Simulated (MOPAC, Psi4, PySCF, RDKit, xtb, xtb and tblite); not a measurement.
Two geometries of C7H7BO3, SMILES O=Cc1cccc(B(O)O)c1, relaxed at GFN2-xTB with one dihedral held; other torsions can differ between them too.

Structure A

```
18

O     -2.1567     2.7088    -1.1450
C     -2.4176     1.5828    -0.8270
C     -1.4386     0.5393    -0.4297
C     -0.9105     0.5152     0.8550
C     -0.0343    -0.4943     1.2152
C      0.3196    -1.4680     0.3000
C     -0.1904    -1.4614    -0.9991
B      0.2479    -2.5814    -2.0330
O      0.8580    -3.6845    -1.5552
O      0.0499    -2.4897    -3.3752
C     -1.0851    -0.4492    -1.3401
H     -3.4673     1.2138    -0.8445
H     -1.1867     1.2838     1.5616
H      0.3721    -0.5170     2.2155
H      1.0016    -2.2563     0.5781
H      1.1019    -4.3173    -2.2321
H     -0.3633    -1.6900    -3.6952
H     -1.5186    -0.4169    -2.3319
```

Structure B

```
18

O      2.0167     2.7408    -0.9484
C      2.3767     1.6110    -0.7401
C      1.5051     0.5206    -0.2778
C      1.6517    -0.7622    -0.8008
C      0.7641    -1.7557    -0.4315
C     -0.2612    -1.4778     0.4563
C     -0.4442    -0.1970     0.9832
B     -1.6441     0.0946     1.9798
O     -2.3246    -0.9577     2.4787
O     -2.0280     1.3425     2.3538
C      0.4468     0.7947     0.5857
H      3.4159     1.2932    -0.9660
H      2.4550    -0.9702    -1.4932
H      0.8714    -2.7507    -0.8379
H     -0.9476    -2.2553     0.7541
H     -3.0381    -0.7126     3.0695
H     -1.5448     2.0745     1.9744
H      0.3529     1.8070     0.9564
```

Which is lower in energy at the level PBE0-D3(BJ)/def2-SVP // GFN2-xTB run with Psi4, and by how much?

B is lower, by 27.39 kJ/mol (dihedral O1–C2–C3–C4: 80° in A, 140° in B).

E(B) − E(A) in kJ/mol at the other levels, on the same two geometries: GFN2-xTB (xtb and tblite) -16.31; PBE0/def2-SVP // GFN2-xTB (Psi4) -27.29; PBE/def2-SVP // GFN2-xTB (Psi4) -28.68; PBE-D3(BJ)/def2-SVP // GFN2-xTB (Psi4) -28.84; UFF // GFN2-xTB (RDKit) -25.85; PM7, restricted, heats of formation // GFN2-xTB (MOPAC) -5.43; PM3, restricted, heats of formation // GFN2-xTB (MOPAC) -3.48; GFN1-xTB // GFN2-xTB (xtb) -15.91; restricted B3LYP/6-31G*, spherical d, density fitting // GFN2-xTB (PySCF) -28.13; restricted LDA (SVWN5)/6-31G*, spherical d, density fitting // GFN2-xTB (PySCF) -32.04; restricted Hartree-Fock/6-31G*, spherical d, density fitting // GFN2-xTB (PySCF) -25.36.
